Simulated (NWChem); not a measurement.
Species: CHO₂ cation; SMILES O=C=[OH+]

Results from NWChem. All runs use the structure optimised with PBE-D3(BJ)/def2-SVP. B3LYP is NWChem's, with the RPA form of VWN correlation. Vertical excitations in the gas phase; the lowest state need not have the same character in each row.

```
level                                                lowest excitation, singlet (eV)  oscillator strength of that lowest state  lowest triplet (eV)  orbital gap (eV)
---------------------------------------------------  -------------------------------  ----------------------------------------  -------------------  ----------------
PBE/aug-cc-pVDZ, full TDDFT                                                     7.96                                     0.000                 7.28              7.82
B3LYP/aug-cc-pVDZ, full TDDFT                                             (withheld)                                     0.000           (withheld)        (withheld)
LDA (Slater exchange, VWN5)/aug-cc-pVDZ, full TDDFT                             7.95                                     0.000                 7.48              7.78
BHandHLYP/aug-cc-pVDZ, full TDDFT                                               8.17                                     0.000                 6.77             13.67
```

**Question.** Complete the blanks.

**Answer.** 
- B3LYP/aug-cc-pVDZ, full TDDFT, lowest excitation, singlet (eV): 8.03
- B3LYP/aug-cc-pVDZ, full TDDFT, lowest triplet (eV): 7.12
- B3LYP/aug-cc-pVDZ, full TDDFT, orbital gap (eV): 10.12
